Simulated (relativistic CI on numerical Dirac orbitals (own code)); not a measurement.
Radial parameters of Eu IV

Calculated at this level of theory: Dirac-Coulomb-Breit CI, orbitals from a KLI potential per configuration, model QED (radiative potential, 1s self-energy scaled to tabulated hydrogen-like ionisation energies), valence Slater integrals scaled by 0.85, P86 correlation energy added to each configuration (own radial code, finite nucleus).

Slater integrals F^k, G^k are unscaled and averaged over j, outside the closed core [Xe]; ζ comes from projecting the Hamiltonian with its Breit term on Σ l·s of the shell.

- 4f6: F^2(4f,4f) = 109590, F^4(4f,4f) = 68518, F^6(4f,4f) = 49225, ζ(4f) = 1326.3 cm⁻¹; <r>(4f) = 0.8759, <r^2>(4f) = 0.9875 (bohr units).
- 4f5 6s: F^2(4f,4f) = 117300, F^4(4f,4f) = 73732, F^6(4f,4f) = 53083, ζ(4f) = 1435.1, G^3(4f,6s) = 3537.9 cm⁻¹; <r>(4f) = 0.8263, <r^2>(4f) = 0.8594, <r>(6s) = 3.112, <r^2>(6s) = 10.77 (bohr units).
- 4f5 6p: F^2(4f,4f) = 117440, F^4(4f,4f) = 73823, F^6(4f,4f) = 53150, ζ(4f) = 1434.6, F^2(4f,6p) = 10430, G^2(4f,6p) = 2758.8, G^4(4f,6p) = 2537.5, ζ(6p) = 3695.9 cm⁻¹; <r>(4f) = 0.8252, <r^2>(4f) = 0.8561, <r>(6p) = 3.651, <r^2>(6p) = 14.81 (bohr units).

Correlation outside the listed configurations is missing or only estimated: errors of thousands of cm⁻¹ between configurations and terms are usual at this charge. Rates and lifetimes follow the computed energies and can be off by large factors. The fine structure of a lone outer electron comes out too small, for d and f at times inverted, and misplaced configurations move strength between like terms.

Averages of the first 4 configurations, taken without configuration mixing, which lowers the lowest level and can move excited configurations by several eV; other configurations of the list can lie among them:

```csv
Configuration,Parity,States,Average energy above the lowest level (eV)
4f6,even,3003,8.0
4f5 6s,odd,4004,21.0
4f5 6p,even,12012,26.3
4f5 7s,odd,4004,33.7
```
